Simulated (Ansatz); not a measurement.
Reactions of CH3AlF2Se (`C[Se][Al]([F])[F]`).

Gas-phase electronic energies from Ansatz, PBE0-D4/def2-TZVP geometries. CCSD(T)/CBS adds triple-zeta CCSD(T) − MP2 to the extrapolated MP2 energy (def2 sets, frozen cores). This one scheme is used for every species. DFT in def2-TZVPP. Elements past krypton have def2 core potentials. For Se, Zr outer-core shells are correlated without core-valence functions, which leaves a few kJ/mol of doubt a bond. Scalar relativity is left out up to krypton. One conformer a species, not always the lowest.

| reaction | r2SCAN-D4 (kcal/mol) | ωB97X-V (kcal/mol) | PBE-D4 (kcal/mol) | CCSD/CBS(def2) (kcal/mol) | CCSD(T)/CBS(def2) (kcal/mol) |
| --- | --- | --- | --- | --- | --- |
| `C[Se][Al]([F])[F]` + silanol → `[F][Al]([F])[O][SiH3]` + `C[SeH]` | -9.3 | -10.1 | -6.4 | -10.7 | -9.8 |
| `C[Se][Al]([F])[F]` + HCl → `C[Se][Al]([F])[Cl]` + H–F | 4.8 | 4.9 | 3.9 | 4.5 | 4.2 |
| `C[Se][Al]([F])[F]` + `CC[BH][AlH2]` → `C[CH2][Al]([F])[F]` + `C[Se][BH][AlH2]` | -0.1 | 1.3 | -1.5 | 1.3 | 0.0 |
| `C[Se][Al]([F])[F]` + `CC(C)N` → `CC(C)[NH][Al]([F])[F]` + `C[SeH]` | 5.6 | 5.0 | 6.6 | 5.7 | 5.9 |
| `C[Se][Al]([F])[F]` + CH₃OH → `C[O][Al]([F])[F]` + `C[SeH]` | -3.4 | -4.1 | -1.2 | -3.9 | -3.3 |
| `C[Se][Al]([F])[F]` + `OCO[SiH3]` → `[F][Al]([F])[SeH]` + `CC(O)O[SiH3]` | -8.6 | -8.6 | -7.3 | -8.6 | -8.5 |
| `C[Se][Al]([F])[F]` + `C[O][Zr]([NH2])([OH])[F]` → `C[O][Zr]([OH])([F])[Se]C` + `[NH2][Al]([F])[F]` | -5.5 | -4.4 | -4.1 | -5.0 | -5.6 |
| `C[Se][Al]([F])[F]` + PH₃ → `C[Se]P` + `[F][AlH][F]` | 21.7 | 20.9 | 19.9 | 21.6 | 21.4 |
| `C[Se][Al]([F])[F]` + H₂ → `[F][Al]([F])[SeH]` + CH₄ | -19.0 | -19.2 | -17.8 | -19.9 | -18.8 |
| `C[Se][Al]([F])[F]` + H₂S → `[F][Al]([F])[SH]` + `C[SeH]` | 0.3 | 0.2 | 0.8 | 0.8 | 0.9 |

Largest T1 diagnostic: 0.016, for `C[O][Zr]([NH2])([OH])[F]`.
